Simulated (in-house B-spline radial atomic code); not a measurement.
How G0W0 and RPA depend on the start: Te II (Te+)

Configuration [Kr] 4d10 5s2 5p3, highest spin. Computed with a B-spline radial code for spherical atoms: all electrons, scalar-relativistic (spin-free one-electron X2C), finite nucleus, each spin shell either full or empty, empty states to l = 9 with an (l + 1/2)⁻⁴ tail; G0W0 by contour deformation at full frequency.

Spin-orbit coupling, left out, splits p levels strongly here.

| start | mean-field 5p up (eV) | G0W0 (eV) | QP weight | RPA correlation (Eh) |
| --- | --- | --- | --- | --- |
| Hartree-Fock | -18.830 | -19.383 | 0.958 | -3.6742 |
| LDA VWN5 | -14.600 | -18.918 | 0.897 | -4.0055 |
| PBE | -14.533 | -18.924 | 0.894 | -3.9993 |
| PBE0 | -15.796 | -19.078 | 0.924 | -3.9084 |
| r2SCAN | -14.985 | -19.034 | 0.915 | -3.941 |
| HSE06 | -15.351 | -19.045 | 0.915 | -3.9176 |
| B3LYP (VWN-RPA) | -15.375 | -19.044 | 0.917 | -3.928 |
| SCAN | -14.981 | -19.003 | 0.915 | -3.9395 |
| TPSS | -14.652 | ? | ? | ? |
| BHandHLYP | -16.712 | -19.173 | 0.939 | -3.8261 |
| CAM-B3LYP | -16.960 | -19.179 | 0.940 | -3.885 |
| LC-wPBE | -18.536 | -19.244 | 0.953 | -3.8795 |
| wB97X | -17.911 | -19.244 | 0.950 | -3.8627 |
| PBEsol | -14.547 | ? | ? | ? |
| BLYP | -14.197 | -18.894 | 0.889 | -4.0012 |
| r2SCAN0 | -16.105 | -19.124 | 0.932 | -3.8702 |
| LDA exchange-only | -13.721 | -18.940 | 0.879 | -4.0035 |

Question: What G0W0 level, weight and RPA correlation energy follow from the PBEsol start?

Answer: G0W0 level -18.921 eV, weight 0.896, RPA correlation -4.0016 hartree.

Question: What G0W0 level, weight and RPA correlation energy follow from the TPSS start?

Answer: G0W0 level -18.973 eV, weight 0.899, RPA correlation -3.9818 hartree.

Question: How much of the dependence on the start does G0W0 remove?

Answer: The mean-field levels span 5.11 eV and the G0W0 levels 0.489 eV. Against 18.6 ± 0.4 eV (NIST, measured) the G0W0 removal energies are off by +0.29 to +0.78 eV, with spin-orbit coupling, Breit and QED terms left out.
